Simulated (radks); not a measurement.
The numbers below are computed, except where a source is named.
Ionisation of the zinc ion Zn8+, [Ar] 3d4, to Zn9+, [Ar] 3d3, under several functionals. Dirac Kohn-Sham, spin-unpolarised, spherical densities, finite nucleus; open shells fill j = l - 1/2 first; a radial shooting solver on a logarithmic mesh with Libxc functionals.

functional                          E(Zn8+) (hartree)  Exc (hartree)  IE (eV)  -e(HOMO) (eV)  <r> HOMO (bohr)  IE error (eV)
B86b exchange with PBE correlation        -1773.00940      -65.63982   202.72         186.35           0.6476           -0.3
BP86                                      -1773.17688      -65.81491   202.76         186.38           0.6468           -0.2
AM05                                      -1770.12764      -62.71066   202.67         186.30           0.6467           -0.3
RPBE                                      -1772.90330      -65.53305   202.59         186.22           0.6478           -0.4
HCTH/407                                  -1773.59098      -66.29419   204.35         187.93           0.6440           +1.4
PW91                                      -1773.05142      -65.68325   202.86         186.48           0.6475           -0.1
PBE                                       -1772.65951      -65.28352   202.67         186.30           0.6477           -0.3

NIST Atomic Spectra Database: 203 eV (semi-empirical). Closest: PW91. The Delta-SCF values span 1.76 eV, the total energies 3.46 hartree. The highest occupied level is 3d3/2. Spin polarisation and multiplet splitting are left out, so open shells lie too high by an amount that depends on their filling.

Beside tabulated values, note that spin-unpolarised runs miss the spin-polarisation part of the exchange energy of open shells.
